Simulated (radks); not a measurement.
All-electron atom: the europium ion Eu44+ in [Ar] 3d1. All-electron calculation, non-relativistic Kohn-Sham, LDA (Slater exchange, Perdew-Wang correlation), spin-unpolarised, spherical densities, point nucleus; relativity is left out, which matters for an element this heavy. Program: a radial shooting solver on a logarithmic mesh with Libxc functionals.

Normalised radial functions P(r) = r R(r), r in bohr:

r             1s      2p       4s
0.002624  2.2038  0.0361   0.2225
0.003731  2.9227  0.0705   0.2938
0.005348  3.7842  0.1377   0.3767
0.007665  4.6889  0.2631   0.4568
0.0109    5.4423  0.4810   0.5051
0.01562   5.8024  0.8538   0.4756
0.02221   5.4644  1.4096   0.3082
0.03184   4.2990  2.1596  -0.0464
0.04563   2.6165  2.9278  -0.5189
0.06489   1.1319  3.3396  -0.8192
0.093     0.2879  3.0127  -0.5205
0.1333    0.0351  1.9404   0.4754
0.1895    0.0016  0.7989   1.1656
0.2717    0.0000  0.1668   0.2216
0.3863    0.0000  0.0145  -1.4971
0.5537    0.0000  0.0003  -1.5615
0.7936    0.0000  0.0000  -0.4647
1.128     0.0000  0.0000  -0.0369

1s: eigenvalue -48155 eV, 0 radial nodes, <r> = 0.0241 bohr, 90 % of the charge inside 0.0428 bohr. 2p: eigenvalue -9459.6 eV, 0 radial nodes, <r> = 0.0862 bohr, 90 % of the charge inside 0.139 bohr. 4s (empty): eigenvalue -1965.4 eV, 3 radial nodes at r = 0.0306, 0.114, 0.284 bohr, <r> = 0.461 bohr, 90 % of the charge inside 0.648 bohr.
